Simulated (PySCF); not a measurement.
C₆ coefficients of unlike pairs at M06

Calculated with PySCF 2.14 from the dipole response of each species, C₆(A,B) = (3/π) ∫ α_A(iu) α_B(iu) du, in atomic units, from isotropic polarisabilities. For ions this is the dispersion term alone; charge-induced terms of lower order in 1/R come first.

```csv
species,configuration,basis,relativity,α (bohr³),C₆ (like pair)
Ar,[Ar] (1S),def2-TZVPPD (6s6p4d1f),none,11.53,66.37
W,[Xe] 4f14 5d4 6s2 (5D),aug-cc-pwCVDZ-PP with ECP60MDF (6s6p5d3f),core potential,59.29,656.0
Ge²⁺,[Ar] 3d10 4s2 (1S),aug-cc-pVTZ-PP with ECP10MDF (6s5p4d2f),core potential,8.809,30.04
Tc³⁺,[Kr] 4d4 (5D),def2-TZVPPD with the def2 core potential (28 electrons) (6s4p3d2f1g),core potential,5.141,23.26
```

(1) Estimate C₆ for Tc³⁺ with Ge²⁺.

No spin-orbit coupling is included.

The other pairs:

```
    pair     C₆
 Tc³⁺, W  101.6
Ge²⁺, Ar  44.33
 Ge²⁺, W  135.0
   W, Ar  193.6
Tc³⁺, Ar  37.69
```

Answers

(1) The integral gives 24.44. The combination rule 2 C_A C_B / (C_A α_B/α_A + C_B α_A/α_B) gives 24.35 and the geometric mean 26.43.
